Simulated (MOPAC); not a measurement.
MOPAC input (PM6):

```
PM6 1SCF GEO-OK AUX(PRECISION=9) THREADS=1
F2Sn

Sn    0.00310420 1   -0.00192177 1    0.34435198 1
F     0.69626342 1    1.27270737 1   -0.95581460 1
F    -0.71350896 1   -1.26203088 1   -0.95725199 1
```

Output:

```
 *******************************************************************************
 **                                                                           **
 **                              MOPAC v23.2.5                                **
 **                                                                           **
 *******************************************************************************
 ** MOPAC's Digital Object Identifier: https://doi.org/10.5281/zenodo.6511958 **
 **                                                                           **
 ** Please cite the open-source release paper for use of this MOPAC version:  **
 ** J. E. Moussa and J. J. P. Stewart (2026)                                  **
 ** MOPAC: An open-source semiempirical molecular orbital program             **
 ** J. Open Source Softw., 11(119), 8025, https://doi.org/10.21105/joss.08025 **
 *******************************************************************************

                              PM6 CALCULATION RESULTS

 *******************************************************************************
 *  PM6        - The PM6 Hamiltonian to be used
 *  GEO-OK     - OVERRIDE INTERATOMIC DISTANCE AND OTHER SAFETY CHECKS
 *  1SCF       - DO 1 SCF AND THEN STOP
 *  AUX        - OUTPUT AUXILIARY INFORMATION
 *******************************************************************************
PM6 1SCF GEO-OK AUX(PRECISION=9) THREADS=1
 F2Sn

   ATOM   CHEMICAL          X               Y               Z
  NUMBER   SYMBOL      (ANGSTROMS)     (ANGSTROMS)     (ANGSTROMS)

     1      Sn          0.00310420  *  -0.00192177  *   0.34435198  *
     2       F          0.69626342  *   1.27270737  *  -0.95581460  *
     3       F         -0.71350896  *  -1.26203088  *  -0.95725199  *

          CARTESIAN COORDINATES

    NO.       ATOM           X           Y           Z

     1        Sn          0.0031     -0.0019      0.3444
     2         F          0.6963      1.2727     -0.9558
     3         F         -0.7135     -1.2620     -0.9573

 General Reference for PM6:
 "Optimization of Parameters for Semiempirical Methods V: Modification of NDDO Approximations
 and Application to 70 Elements", J. J. P. Stewart, J. Mol. Mod., 13, 1173-1213 (2007)
 URL: https://link.springer.com/article/10.1007/s00894-007-0233-4

           Empirical Formula: Sn F2  =     3 atoms

      MOLECULAR POINT GROUP   :   C2v

      RHF CALCULATION, NO. OF DOUBLY OCCUPIED LEVELS = 9

 -------------------------------------------------------------------------------
 PM6 1SCF GEO-OK AUX(PRECISION=9) THREADS=1
 F2Sn

     1SCF WAS SPECIFIED, SO BFGS WAS NOT USED
     SCF FIELD WAS ACHIEVED

                              PM6 CALCULATION
                                                       MOPAC v23.2.5 Linux

          FINAL HEAT OF FORMATION =       -112.86778 KCAL/MOL =    -472.23878 KJ/MOL

          COSMO AREA              =         96.85 SQUARE ANGSTROMS
          COSMO VOLUME            =         84.68 CUBIC ANGSTROMS

          IONIZATION POTENTIAL    =          9.574435 EV
          HOMO LUMO ENERGIES (EV) =         -9.574 -1.276
          NO. OF FILLED LEVELS    =          9
          MOLECULAR WEIGHT        =        156.6868         POINT GROUP:  C2v

          MOLECULAR DIMENSIONS (Angstroms)

            Atom       Atom       Distance
            F     3    F     2     2.90041
           Sn     1    F     2     1.30096
           Sn     1    F     3     0.00000

          SCF CALCULATIONS        =          1

   ATOM   CHEMICAL          X               Y               Z
  NUMBER   SYMBOL      (ANGSTROMS)     (ANGSTROMS)     (ANGSTROMS)

     1      Sn          0.00310420  *  -0.00192177  *   0.34435198  *
     2       F          0.69626342  *   1.27270737  *  -0.95581460  *
     3       F         -0.71350896  *  -1.26203088  *  -0.95725199  *

                             CARTESIAN COORDINATES

   1   Sn        0.003104200    -0.001921770     0.344351980
   2    F        0.696263420     1.272707370    -0.955814600
   3    F       -0.713508960    -1.262030880    -0.957251990

           Empirical Formula: Sn F2  =     3 atoms

      MOLECULAR POINT GROUP   :   C2v

                  EIGENVALUES
 -37.67900 -37.54689 -15.62716 -14.47641 -14.34686 -14.26497 -14.01252 -13.34558
  -9.57444  -1.27635   0.83629   1.09165

              NET ATOMIC CHARGES AND DIPOLE CONTRIBUTIONS

  ATOM NO.   TYPE          CHARGE      No. of ELECS.   s-Pop       p-Pop
    1         Sn           1.085310        2.9147     1.84419     1.07050
    2          F          -0.542655        7.5427     1.97495     5.56771
    3          F          -0.542655        7.5427     1.97495     5.56771
 DIPOLE           X         Y         Z       TOTAL
 POINT-CHG.     0.061    -0.038     6.781     6.782
 HYBRID        -0.028     0.017    -3.128     3.128
 SUM            0.033    -0.020     3.654     3.654

          ATOMIC ORBITAL ELECTRON POPULATIONS

     Atom    s        px        py        pz
    1 Sn   1.84419   0.14903   0.30748   0.61399
    2  F   1.97495   1.91875   1.81773   1.83122
    3  F   1.97495   1.91563   1.82121   1.83087

 **********************
 *                    *
 * JOB ENDED NORMALLY *
 *                    *
 **********************

 == MOPAC DONE ==
```
